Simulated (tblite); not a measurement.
C₅H₁₁N₂Si (doublet state).
Numbering: `[CH2:1][Si:2]([NH2:3])([NH2:4])[CH2:5][C:6]#[C:7][CH3:8]` (hydrogens: H9, H10 on C1; H11, H12 on N3; H13, H14 on N4; H15, H16 on C5; H17, H18, H19 on C8)

Cartesian coordinates in Å at the GFN2-xTB level; atoms count from 1:
```xyz
19
C5H11N2Si angstrom
C     -1.5229    0.3503    1.7313
Si    -1.4372    0.2881   -0.1131
N     -2.8887    1.0026   -0.7234
N     -1.3723   -1.2448   -0.9241
C      0.2118    1.1253   -0.6854
C      1.3652    0.3596   -0.2944
C      2.3028   -0.3077    0.0456
C      3.4571   -1.0846    0.4513
H     -2.3136    0.8456    2.2657
H     -0.7294   -0.0287    2.3510
H     -3.1558    1.9133   -0.3917
H     -3.0742    0.9244   -1.7093
H     -2.1233   -1.8935   -0.7503
H     -0.4898   -1.7304   -0.8942
H      0.2910    2.1297   -0.2658
H      0.1977    1.2166   -1.7732
H      4.1666   -1.1658   -0.3729
H      3.9531   -0.6028    1.2944
H      3.1521   -2.0880    0.7511
```

Method: GFN2-xTB as coded in tblite; computed harmonic values from a numerical Hessian at the method's own geometry, unscaled. This tight-binding method is rough: wavenumbers can miss measured ones by several per cent, in bad cases by 10 to 20. One conformer, not necessarily the lowest. Open shells enter through the occupations alone, without spin polarisation, and single modes of such species can be off by tens of per cent. The optimisation stopped once no atom felt more than 0.01 eV/Å.

Lowest wavenumbers of the output (negative numbers stand for imaginary wavenumbers):
```
mode    cm-1
  1     -27.3
  2      28.8
  3      64.5
  4     116.1
  5     147.5
  6     154.8
  7     185.3
  8     200.0
  9     213.9
 10     216.5
```

**Question.** Is this structure a minimum?

**Answer.** Not by this Hessian. 1 mode is imaginary beyond 20i (27i cm⁻¹), so at this level the point lies at or near a first-order saddle. The curvature is small, so loose convergence or finite differences may be the whole cause.

**Question.** Which atoms move in the imaginary mode?

**Answer.** 27i: H17 (hydrogen on carbon) 33 %, H18 (hydrogen on carbon) 33 %, H19 (hydrogen on carbon) 32 %. These are shares of the mass-weighted motion.

**Question.** What is the remedy?

**Answer.** Step along that mode in both directions, optimise again with tighter thresholds and repeat the frequencies. The zero-point energy of this point (92.6 kcal/mol) counts the 50 real modes alone, and thermal corrections from it aren't those of a minimum.
